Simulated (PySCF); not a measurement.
Vertical excitations of a molecule C3H8N, multiplicity 2 from TDA-PBE/def2-SVPD (PySCF), as energy in eV (oscillator strength): 2.97 (0.006), 3.63 (0.008), 3.72 (0.012), 4.36 (0.006), 4.85 (0.020), 5.10 (0.005), 5.49 (0.006), 5.55 (0.146), 5.66 (0.003), 6.00 (0.018). Geometry: B3LYP-D3(BJ)/def2-SVP. One conformer was computed; it need not be the lowest.

Problem. Which molecule gave these data?
A. [CH2]CNC
B. [CH2]N(C)C
C. [CH2]NCC
D. C[CH]NC

Solution. C, [CH2]NCC
